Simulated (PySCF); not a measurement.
Br2FSi, multiplicity 2. Atoms are numbered in the order given.

```xyz
4

Si     0.4989     0.7222     0.0000
Br    -0.0548    -0.4152    -1.8475
Br    -0.0548    -0.4152     1.8475
F     -0.3502     2.1059     0.0000
```
Charge 0, spin multiplicity 2.

Geometry: B3LYP-D3(BJ)/def2-SVP.

These are PySCF with B3LYP/def2-TZVPD values and carry that method's errors.

Mulliken values depend strongly on the basis, most of all with diffuse functions as here. ESP charges are fitted to the potential on shells at 1.4 to 2.0 van der Waals radii. Atomic charges (e):

```json
[
 {"atom": "Si1", "meta-Löwdin": "___", "ESP fit": "0.25", "Mulliken": "0.58", "Mulliken spin": "0.70"},
 {"atom": "Br2", "meta-Löwdin": "___", "ESP fit": "-0.05", "Mulliken": "-0.18", "Mulliken spin": "0.14"},
 {"atom": "Br3", "meta-Löwdin": "___", "ESP fit": "-0.05", "Mulliken": "-0.18", "Mulliken spin": "0.14"},
 {"atom": "F4", "meta-Löwdin": "___", "ESP fit": "-0.15", "Mulliken": "-0.22", "Mulliken spin": "0.03"}
]
```

**Question.** Some entries are withheld; supply them. (An estimate is asked for; the answer gives what the named calculation found.)

**Answer.** 
- Si1, meta-Löwdin: 0.89
- Br2, meta-Löwdin: -0.20
- Br3, meta-Löwdin: -0.20
- F4, meta-Löwdin: -0.48
